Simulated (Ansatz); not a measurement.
Born–Oppenheimer molecular dynamics of C3H10ClNSi (16 atoms, charge 0, multiplicity 1). It starts from a relaxed structure.

Computed with RKS BHLYP-D4/STO-3G (Ansatz 0.2.0).

```
ensemble        : NVT, Nosé–Hoover chain
time step       : 0.5 fs
steps asked     : 150
set temperature : 2000 K
thermostat      : time constant 100 fs, chain length 3 (defaults)
seed            : 311406
```

First frame:

```xyz
16
Properties=species:S:1:pos:R:3
Si 0.142 -0.207 0.030
C -0.087 0.220 1.820
H -1.097 0.588 1.996
H 0.079 -0.641 2.462
H 0.612 0.998 2.119
Cl 2.058 -1.078 -0.166
H 0.146 0.935 -0.835
N -1.092 -1.286 -0.518
C -1.375 -2.502 0.278
H -1.413 -2.251 1.343
H -2.350 -2.912 -0.011
H -0.622 -3.293 0.137
C -1.153 -1.563 -1.973
H -2.134 -1.979 -2.229
H -1.018 -0.632 -2.533
H -0.385 -2.279 -2.306
```

(1) How far do the bonds stretch over the last three quarters of this one trajectory? (Pairs bonded in most of those frames.)

Answers

(1) 
```tsv
bond	mean (Å)	spread (Å)	shortest	longest
Si1–C2	1.878	0.039	1.80	1.93
Si1–Cl6	2.114	0.035	2.05	2.17
Si1–H7	1.448	0.068	1.35	1.55
Si1–N8	1.748	0.064	1.67	1.87
C2–H3	1.101	0.046	1.02	1.17
C2–H4	1.102	0.042	1.04	1.17
C2–H5	1.101	0.042	1.02	1.18
N8–C9	1.511	0.058	1.42	1.61
N8–C13	1.498	0.048	1.41	1.56
C9–H10	1.123	0.092	0.97	1.27
C9–H11	1.106	0.032	1.05	1.16
C9–H12	1.113	0.064	0.99	1.23
C13–H14	1.101	0.026	1.06	1.14
C13–H15	1.106	0.053	1.02	1.19
C13–H16	1.103	0.012	1.08	1.13
```

Mean temperature of the second half: 1172 K. The conserved energy stayed within 1.7 meV per atom of its start (net change 0.99 meV per atom), so the integration is sound. The mean temperature of the second half is 41 % below the set value. A run of 0.075 ps of so small a system gives no equilibrium averages. Limits of this set-up: minimal basis.

Time of the run: 11 min on 1 thread of Arm Neoverse V1, with other jobs on the host, peak memory 0.13 GiB.
